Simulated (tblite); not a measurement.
Species: C7H9GeNO.
Bonds: C1–C2, C2–C3 (triple), C3–C4, C4–C5 (triple), C5–Ge6, Ge6–N7, N7–C8, N7–C9, C9–O10 (double). Hydrogens: H11, H12, H13 on C1; H14, H15 on Ge6; H16, H17, H18 on C8; H19 on C9.

Computed with GFN2-xTB (tblite), gas phase: L-BFGS steps from a force-field or distance-geometry start until the largest atomic force falls under 0.01 eV/Å.

Step 6: E = -772.1527 eV
```
atom  x, y, z in Å  |  force x, y, z in eV/Å
C1      4.8010   -0.4276   -1.9146    0.189   0.012  -0.101
C2      3.5548   -0.5684   -1.2121    0.396   0.089  -0.229
C3      2.5127   -0.6547   -0.6124   -0.124   0.005   0.092
C4      1.3429   -0.7331    0.0564   -1.201  -0.069   0.678
C5      0.2860   -0.7884    0.6790    0.755   0.056  -0.508
Ge6    -1.3909   -0.8979    1.5586   -0.086   0.046  -0.013
N7     -2.5818    0.3669    0.8064    0.377   0.249   0.367
C8     -2.5222    1.7225    1.2974   -0.038   0.037   0.005
C9     -3.3506   -0.0132   -0.2092   -0.037  -0.079  -0.109
O10    -3.3441   -1.1464   -0.6332    0.106  -0.285  -0.073
H11     4.7292    0.3018   -2.7161   -0.199   0.159  -0.081
H12     5.1207   -1.3630   -2.3594   -0.098  -0.310  -0.041
H13     5.5944   -0.1038   -1.2487    0.041   0.087   0.267
H14    -1.9938   -2.2471    1.4767   -0.040  -0.148  -0.033
H15    -1.2608   -0.4254    3.0097   -0.004  -0.014  -0.330
H16    -1.6645    2.2633    0.8963    0.044   0.027  -0.210
H17    -3.4319    2.2734    1.0758   -0.121   0.013  -0.161
H18    -2.3978    1.6955    2.3743   -0.022  -0.012   0.292
H19    -4.0130    0.7548   -0.6526    0.063   0.136   0.186
```

Step 7: E = -772.1743 eV
```
atom  x, y, z in Å  |  force x, y, z in eV/Å
C1      4.8048   -0.4267   -1.9166    0.082  -0.031  -0.044
C2      3.5561   -0.5676   -1.2126    0.268   0.078  -0.154
C3      2.5130   -0.6543   -0.6123   -0.241  -0.001   0.158
C4      1.3356   -0.7335    0.0603   -0.273  -0.014   0.138
C5      0.2853   -0.7880    0.6783    0.196   0.024  -0.180
Ge6    -1.3897   -0.8960    1.5560   -0.145  -0.077   0.003
N7     -2.5759    0.3683    0.8120    0.097   0.085   0.007
C8     -2.5229    1.7242    1.2969    0.004   0.080   0.109
C9     -3.3493   -0.0164   -0.2094    0.119   0.002   0.093
O10    -3.3414   -1.1502   -0.6334    0.102  -0.131  -0.020
H11     4.7257    0.3039   -2.7173   -0.153   0.124  -0.058
H12     5.1186   -1.3673   -2.3595   -0.087  -0.222  -0.022
H13     5.5945   -0.1031   -1.2445    0.029   0.072   0.202
H14    -1.9948   -2.2501    1.4764   -0.005  -0.065  -0.034
H15    -1.2613   -0.4260    3.0016    0.010   0.003  -0.256
H16    -1.6636    2.2639    0.8930   -0.005   0.023  -0.166
H17    -3.4347    2.2744    1.0736   -0.065  -0.027  -0.144
H18    -2.3988    1.6954    2.3777   -0.030   0.030   0.173
H19    -4.0111    0.7585   -0.6479    0.099   0.045   0.192
```

Step 8: E = -772.1891 eV
```
atom  x, y, z in Å  |  force x, y, z in eV/Å
C1      4.8079   -0.4260   -1.9183   -0.015  -0.045   0.020
C2      3.5570   -0.5660   -1.2123   -0.041   0.050   0.022
C3      2.5106   -0.6532   -0.6105    0.012   0.020   0.014
C4      1.3301   -0.7338    0.0627    0.280   0.021  -0.186
C5      0.2835   -0.7868    0.6769   -0.175  -0.007   0.029
Ge6    -1.3897   -0.8971    1.5497   -0.171  -0.182  -0.008
N7     -2.5697    0.3686    0.8167   -0.012   0.060  -0.111
C8     -2.5238    1.7277    1.2970    0.021   0.058   0.118
C9     -3.3428   -0.0211   -0.2047    0.090   0.032   0.066
O10    -3.3345   -1.1554   -0.6320    0.102   0.067   0.055
H11     4.7193    0.3068   -2.7194   -0.087   0.051   0.007
H12     5.1140   -1.3734   -2.3585   -0.072  -0.111   0.000
H13     5.5940   -0.1026   -1.2374   -0.013   0.045   0.087
H14    -1.9957   -2.2536    1.4758    0.011  -0.019  -0.041
H15    -1.2624   -0.4271    2.9833    0.032   0.037  -0.103
H16    -1.6630    2.2654    0.8873   -0.073   0.009  -0.101
H17    -3.4394    2.2760    1.0700    0.020  -0.082  -0.121
H18    -2.4019    1.6966    2.3803   -0.024   0.072   0.089
H19    -4.0035    0.7642   -0.6345    0.114  -0.076   0.164
```

Step 9: E = -772.1968 eV
```
atom  x, y, z in Å  |  force x, y, z in eV/Å
C1      4.8086   -0.4259   -1.9184   -0.050  -0.043   0.040
C2      3.5568   -0.5643   -1.2113   -0.079   0.041   0.043
C3      2.5097   -0.6520   -0.6094    0.069   0.025  -0.018
C4      1.3287   -0.7337    0.0627    0.303   0.025  -0.201
C5      0.2815   -0.7858    0.6753   -0.176  -0.022   0.019
Ge6    -1.3919   -0.9011    1.5440   -0.131  -0.179  -0.030
N7     -2.5652    0.3697    0.8193   -0.023   0.044  -0.108
C8     -2.5245    1.7307    1.2977    0.027   0.022   0.091
C9     -3.3368   -0.0239   -0.2003    0.061   0.069   0.044
O10    -3.3274   -1.1579   -0.6297    0.102   0.129   0.078
H11     4.7136    0.3088   -2.7203   -0.038  -0.012   0.064
H12     5.1095   -1.3782   -2.3572   -0.065  -0.021   0.021
H13     5.5929   -0.1023   -1.2317   -0.052   0.020  -0.002
H14    -1.9962   -2.2563    1.4750   -0.003  -0.040  -0.050
H15    -1.2628   -0.4274    2.9675    0.045   0.057   0.016
H16    -1.6640    2.2665    0.8822   -0.102   0.008  -0.051
H17    -3.4423    2.2760    1.0661    0.058  -0.105  -0.101
H18    -2.4048    1.6989    2.3821   -0.014   0.096   0.045
H19    -3.9952    0.7673   -0.6211    0.068  -0.113   0.099
```

Question: Estimate the geometry and energy of step 10. (The exact step hangs on the optimiser's Hessian estimate; all steps are aligned on step 9, rigid shifts and turns removed.)

Answer: E = -772.2033 eV, largest force 0.179 eV/Å
```
atom  x, y, z in Å  |  force x, y, z in eV/Å
C1      4.8081   -0.4265   -1.9178   -0.054  -0.026   0.040
C2      3.5564   -0.5619   -1.2104   -0.066   0.028   0.038
C3      2.5097   -0.6505   -0.6085    0.090   0.027  -0.031
C4      1.3292   -0.7334    0.0611    0.134   0.018  -0.105
C5      0.2795   -0.7852    0.6721   -0.092  -0.037  -0.042
Ge6    -1.3963   -0.9080    1.5380   -0.024  -0.099  -0.051
N7     -2.5609    0.3720    0.8204    0.029   0.023  -0.019
C8     -2.5247    1.7336    1.2995    0.021  -0.017   0.036
C9     -3.3304   -0.0248   -0.1956    0.031   0.070   0.015
O10    -3.3189   -1.1583   -0.6263    0.102   0.127   0.074
H11     4.7079    0.3102   -2.7197    0.004  -0.061   0.098
H12     5.1040   -1.3827   -2.3555   -0.054   0.048   0.038
H13     5.5907   -0.1017   -1.2269   -0.073  -0.005  -0.068
H14    -1.9968   -2.2597    1.4732   -0.038  -0.100  -0.056
H15    -1.2624   -0.4265    2.9536    0.051   0.059   0.093
H16    -1.6669    2.2678    0.8767   -0.095   0.020  -0.003
H17    -3.4438    2.2740    1.0607    0.060  -0.102  -0.073
H18    -2.4078    1.7029    2.3847   -0.003   0.107   0.011
H19    -3.9866    0.7680   -0.6071   -0.023  -0.083   0.005
```

The energy changes by -0.0064 eV. The first-order estimate −F·Δx gives -0.0093 eV and the mean of the old and new forces, exact on a quadratic surface, -0.0065 eV. The step makes an angle of 63° with the force vector and moves no atom by more than 0.016 Å.

What follows is the cost of the whole relaxation. On one thread of an Arm Neoverse V2, shared host with 32 logical CPUs at a one-minute load of 4.1, this took 0.91 s of wall time.
